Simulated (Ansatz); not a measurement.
What each rung costs, and what it gives

Saddle point of Si$_{3}$N$_{2}$H$_{11}$O, doublet (Si₃N₂H₉ ([SiH3][NH][SiH][NH][SiH3]) + H₂O → Si₂NH₆O ([OH][SiH][NH][SiH3]) + SiNH₅ ([NH2][SiH3]); bonds formed: Si1–O8, N2–H7; bonds broken: Si1–N2, H7–O8), PBE0-D4/def2-TZVP structure:

```xyz
17
angstrom
Si 0.8300 0.2637 1.0793
N 0.7325 -1.0469 -0.2745
Si 0.3473 -0.5265 -1.9083
N -0.5292 1.2970 0.6025
Si -2.2042 0.8946 0.6917
H 0.3726 -0.4992 2.2726
H 1.9357 -1.1129 0.1175
O 2.6041 -0.6559 1.0490
H 0.2240 -1.8746 0.0204
H 1.1953 0.6550 -2.1938
H 0.6859 -1.6294 -2.8459
H -1.0880 -0.1909 -2.0665
H -0.3013 2.2754 0.5063
H -2.8612 1.3076 1.9648
H -2.3004 -0.5877 0.5909
H -2.9773 1.5062 -0.4250
H 3.3342 -0.0754 0.8188
```

Barriers are electronic and count from the start structure reached by relaxing down the imaginary mode. Spin–orbit coupling is left out.

Computed with Ansatz 0.2.0 (basis: as named in each row); correlated methods freeze the cores; orbitals are unrestricted. B3LYP uses VWN-RPA correlation. Extrapolation: Hartree–Fock as exp(−7.88 √X), correlation as X^−2.97.

Times are rough, for one single point on 4 threads of a shared host (AMD EPYC 7R13), with one NVIDIA H100 (or a share of it) where marked.

The estimate by CCSD(T) at an estimated basis limit (MP2 extrapolated from triple and quadruple zeta, plus CCSD(T) − MP2 in triple zeta) is 100.9 kJ/mol.

| method | basis | time (s) | barrier (kJ/mol) | method less estimate |
| --- | --- | --- | --- | --- |
| HF | STO-3G | under 1 | 96.1 | -4.9 |
| PBE-D4 | STO-3G | under 1 | -69.5 | -170.4 |
| SPW92 | def2-SVP | 1 | 20.2 | -80.8 |
| B3LYP-D4 | 6-31G | 2 | 49.7 | -51.3 |
| PBE-D4 | def2-SVP | 2 | 54.6 | -46.4 |
| CCSD(T) | def2-SVP | 2 (H100) | 95.8 | -5.2 |
| PBE-QIDH | def2-TZVPP | 3 (H100) | 95.4 | -5.6 |
| B2PLYP | def2-TZVPP | 3 (H100) | 104.3 | 3.4 |
| B3LYP-D4 | def2-TZVPP | 3 (H100) | 101.9 | 0.9 |
| r2SCAN0-D4 | def2-TZVPP | 3 (H100) | 92.6 | -8.3 |
| SPW92 | def2-TZVPP | 3 (H100) | 40.3 | -60.6 |
| RPA on PBE | def2-TZVPP | 3 (H100) | 98.1 | -2.8 |
| PBE0-D4 | def2-SVP | 4 | 69.9 | -31.1 |
| PBE-D4 | def2-TZVPP | 4 (H100) | 73.4 | -27.6 |
| PBE0-D4 | def2-TZVPP | 4 (H100) | 87.5 | -13.5 |
| CAM-B3LYP-D4 | def2-TZVPP | 4 (H100) | 101.3 | 0.4 |
| r2SCAN-D4 | def2-TZVPP | 4 (H100) | 82.7 | -18.3 |
| wB97M-V | def2-TZVPP | 4 (H100) | 92.0 | -9.0 |
| BHLYP-D4 | def2-TZVPP | 4 (H100) | 118.4 | 17.5 |
| BLYP-D4 | def2-TZVPP | 4 (H100) | 92.9 | -8.0 |
| wB97X-V | def2-TZVPP | 4 (H100) | 96.9 | -4.0 |
| MP2 | def2-QZVPP | 4 (H100) | 93.8 | -7.1 |
| B97M-V | def2-TZVPP | 4 (H100) | 102.1 | 1.2 |
| wB97M-V | def2-SVP | 12 | 74.2 | -26.8 |
| CCSD(T) | def2-TZVPP | 23 (H100) | 101.1 | 0.2 |

All methods are single points on the PBE0-D4 structures; a negative value means that the method puts the saddle structure below the start.

No T1 diagnostic of these runs exceeds 0.014. ⟨S²⟩ of the unrestricted Hartree–Fock references: 0.75 to 0.76 (a pure state has 0.75).

The step is the kind of ligand exchange by which a precursor binds to a hydroxyl group, or is hydrolysed, in atomic layer deposition of oxides. Here a small cluster stands in for the surface site.

Labels in which every atom is bracketed show which atoms are joined, not bond orders.
